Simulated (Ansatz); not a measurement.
Consider the redistribution: `CO[Si]([SiH3])(Cl)Cl` + `C=C(O)[SiH3]` → `CO[Si](O)(Cl)Cl` + `C=C([SiH3])[SiH3]`.

Program: Ansatz. Geometries: PBE0-D4/def2-TZVP. ΔE: electronic, gas phase. CCSD(T)/CBS adds triple-zeta CCSD(T) − MP2 to the extrapolated MP2 energy (def2 sets, frozen cores). Functionals use def2-TZVPP. One conformer a species, not always the lowest.

`CO[Si]([SiH3])(Cl)Cl`:

```xyz
12

C    -2.238   -0.446    0.344
O    -1.001   -0.123   -0.264
Si    0.438   -0.009    0.470
Si    2.059    0.553   -1.103
Cl    0.894   -1.794    1.387
Cl    0.347    1.401    1.966
H    -3.002   -0.438   -0.433
H    -2.199   -1.440    0.798
H    -2.498    0.289    1.111
H     3.368    0.650   -0.409
H     2.117   -0.502   -2.147
H     1.715    1.860   -1.718
```

`C=C(O)[SiH3]`:

Cartesian coordinates in Å:
```
C 0.411 -1.560 -0.014
C 0.463 -0.252 0.228
O 1.524 0.253 0.929
Si -0.890 0.900 -0.371
H 1.192 -2.230 0.331
H -0.418 -1.981 -0.566
H 1.438 1.203 1.033
H -1.498 1.608 0.789
H -1.918 0.117 -1.096
H -0.305 1.941 -1.262
```

`CO[Si](O)(Cl)Cl`:

```xyz
10

C    -1.260   -0.258   -1.037
O     0.002   -0.562   -0.476
Si    0.804    0.327    0.606
O     2.185   -0.409    1.006
Cl   -0.390    0.613    2.241
Cl    1.298    2.144   -0.146
H    -1.215    0.670   -1.615
H    -1.533   -1.077   -1.701
H    -2.021   -0.158   -0.259
H     2.131   -1.290    1.381
```

`C=C([SiH3])[SiH3]`:

Z-matrix (Å, degrees):
```
Si
C 1 1.866
H 1 1.488 2 110.5
H 1 1.488 2 110.5 3 -118.9
H 1 1.488 2 109.4 3 120.6
Si 2 1.866 1 121.1 3 59.5
C 2 1.337 1 119.4 3 -120.5
H 6 1.488 2 109.4 1 179.6
H 6 1.488 2 110.5 1 -59.8
H 6 1.488 2 110.5 1 59.0
H 7 1.089 2 122.3 1 -180.0
H 7 1.089 2 122.3 1 0.0
```

```csv
level,ΔE (kJ/mol)
ωB97X-V,-172.4
SCS-MP2/def2-TZVPP,-194.4
```

Q: What does CCSD(T)/CBS give? (Estimate.)

A: Computed: -185.3 kJ/mol. The listed levels differ from it by 12.9, -9.1 kJ/mol.

Largest T1 diagnostic among the species: 0.013.

From PBE to PBE0 (25 % exact exchange), in def2-TZVPP and without D4, ΔE moves by −15.2 kJ/mol.
